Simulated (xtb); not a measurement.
xtb input (GFN1-xTB):

```bash
xtb mol.xyz --gfn 1 --opt tight --chrg 1 --uhf 0
```
mol.xyz:
```
2

Zn    -0.00000000    -0.00000000    -1.19207630
Br     0.00000000     0.00000000     1.02177969
```

Output:

```
           -------------------------------------------------
          |                Calculation Setup                |
           -------------------------------------------------

           -------------------------------------------------
          |                 G F N 1 - x T B                 |
           -------------------------------------------------

        Reference                      10.1021/acs.jctc.7b00118
      * Hamiltonian:
        H0-scaling (s, p, d)           1.850000    2.250000    2.000000
        zeta-weighting                 0.000000
      * Dispersion:
        s8                             2.400000
        a1                             0.630000
        a2                             5.000000
        s9                             0.000000
      * Repulsion:
        kExp                           1.500000
        rExp                           1.000000
      * Coulomb:
        alpha                          2.000000
        third order                    atomic
        anisotropic                    false
      * Halogen bond correction:
        rad-scale                      1.300000
        damping                        0.440000

          ...................................................
          :                      SETUP                      :
          :.................................................:
          :  # basis functions                  14          :
          :  # atomic orbitals                  13          :
          :  # shells                            5          :
          :  # electrons                         8          :
          :  # halogen bonds                     0          :
          :  max. iterations                   250          :
          :  Hamiltonian                  GFN1-xTB          :
          :  restarted?                      false          :
          :  GBSA solvation                  false          :
          :  PC potential                    false          :
          :  electronic temp.          300.0000000     K    :
          :  accuracy                    1.0000000          :
          :  -> integral cutoff          0.2500000E+02      :
          :  -> integral neglect         0.1000000E-07      :
          :  -> SCF convergence          0.1000000E-05 Eh   :
          :  -> wf. convergence          0.2000000E-04 e    :
          :  Broyden damping             0.4000000          :
          :  net charge                          1          :
          :  unpaired electrons                  0          :
          ...................................................

 iter      E             dE          RMSdq      gap      omega  full diag
   1     -4.0087935 -0.400879E+01  0.899E+00    4.60       0.0  T
   2     -3.6025738  0.406220E+00  0.133E+01    1.55       1.0  T
   3     -4.1609564 -0.558383E+00  0.454E+00    3.50       1.0  T
   4     -4.2202657 -0.593092E-01  0.990E-01    2.57       1.0  T
   5     -4.2234812 -0.321551E-02  0.571E-02    2.71       1.2  T
   6     -4.2234886 -0.747371E-05  0.333E-02    2.70       2.1  T
   7     -4.2234922 -0.358150E-05  0.174E-03    2.71      40.6  T
[...]
         7                         -0.4567985             -12.4301
         8                         -0.3863277             -10.5125
         9                         -0.3863277             -10.5125
       ...                                ...                  ...
        13                         -0.1662883              -4.5249
      -------------------------------------------------------------
                  HL-Gap            0.1011387 Eh            2.7521 eV
             Fermi-level           -0.6874143 Eh          -18.7055 eV

 SCC (total)                   0 d,  0 h,  0 min,  0.001 sec
 SCC setup                      ...        0 min,  0.000 sec (  4.143%)
 Dispersion                     ...        0 min,  0.000 sec (  0.739%)
 classical contributions        ...        0 min,  0.000 sec (  0.305%)
 integral evaluation            ...        0 min,  0.001 sec ( 41.710%)
 iterations                     ...        0 min,  0.000 sec ( 14.729%)
 molecular gradient             ...        0 min,  0.000 sec ( 32.975%)
 printout                       ...        0 min,  0.000 sec (  4.564%)

         :::::::::::::::::::::::::::::::::::::::::::::::::::::
         ::                     SUMMARY                     ::
         :::::::::::::::::::::::::::::::::::::::::::::::::::::
         :: total energy              -4.209966621700 Eh    ::
         :: gradient norm              0.000139645759 Eh/a0 ::
         :: HOMO-LUMO gap              2.752122848805 eV    ::
         ::.................................................::
         :: SCC energy                -4.224653436485 Eh    ::
         :: -> electrostatic           0.135514776260 Eh    ::
         :: repulsion energy           0.015094860749 Eh    ::
         :: dispersion energy         -0.000408045964 Eh    ::
         :: halogen bond corr.         0.000000000000 Eh    ::
         :: add. restraining           0.000000000000 Eh    ::
         :: total charge               1.000000000000 e     ::
         :::::::::::::::::::::::::::::::::::::::::::::::::::::

           -------------------------------------------------
          |                Property Printout                |
           -------------------------------------------------

    * Orbital Energies and Occupations

         #    Occupation            Energy/Eh            Energy/eV
      -------------------------------------------------------------
         1        2.0000           -1.0084073             -27.4402
         2        2.0000           -0.7743754             -21.0718
         3        2.0000           -0.7379836             -20.0816
         4        2.0000           -0.7379836             -20.0816 (HOMO)
         5                         -0.6368450             -17.3294 (LUMO)
         6                         -0.4567985             -12.4301
         7                         -0.4567985             -12.4301
         8                         -0.3863277             -10.5125
         9                         -0.3863277             -10.5125
        10                         -0.3599259              -9.7941
        11                         -0.3343161              -9.0972
        12                         -0.3343161              -9.0972
        13                         -0.1662883              -4.5249
      -------------------------------------------------------------
                  HL-Gap            0.1011387 Eh            2.7521 eV
             Fermi-level           -0.6874143 Eh          -18.7055 eV

  Mulliken/CM5 charges         n(s)   n(p)   n(d)
     1Zn    0.84493  0.89225   0.828  0.327  0.000
     2Br    0.15507  0.10775   1.926  4.923 -0.004

Wiberg/Mayer (AO) data.
largest (>0.10) Wiberg bond orders for each atom

 ---------------------------------------------------------------------------
     #   Z sym  total        # sym  WBO       # sym  WBO       # sym  WBO
 ---------------------------------------------------------------------------
     1  30 Zn   1.582 --     2 Br   1.582
     2  35 Br   1.582 --     1 Zn   1.582
 ---------------------------------------------------------------------------

Topologies differ in total number of bonds
Writing topology from bond orders to xtbtopo.mol

 dipole moment from electron density (au)
     X       Y       Z
  -0.0000  -0.0000  -2.4970  total (Debye):    6.347

           -------------------------------------------------
          |                Geometry Summary                 |
           -------------------------------------------------

      molecular mass/u    :      145.2813103
   center of mass at/Å    :        0.0000000       0.0000000       0.0249839
  moments of inertia/u·Å² :        0.0000000E+00   0.1745090E+03   0.1745090E+03
rotational constants/cm⁻¹ :             Infinity   0.9660035E-01   0.9660035E-01

 * 1 selected distances

     #   Z          #   Z                                           value/Å
     0   0          0   0                                         0.0000000 (max)

 * 0 distinct bonds (by element types)

   Z      Z             #   av. dist./Å        max./Å        min./Å

optimized geometry written to: xtbopt.xyz

           -------------------------------------------------
          | TOTAL ENERGY               -4.209966621700 Eh   |
          | GRADIENT NORM               0.000139645759 Eh/α |
          | HOMO-LUMO GAP               2.752122848805 eV   |
           -------------------------------------------------
Note: The following floating-point exceptions are signalling: IEEE_DIVIDE_BY_ZERO IEEE_DENORMAL
normal termination of xtb

------------------------------------------------------------------------
------------------------------------------------------------------------
 total:
 SCF:
 ANC optimizer:
```
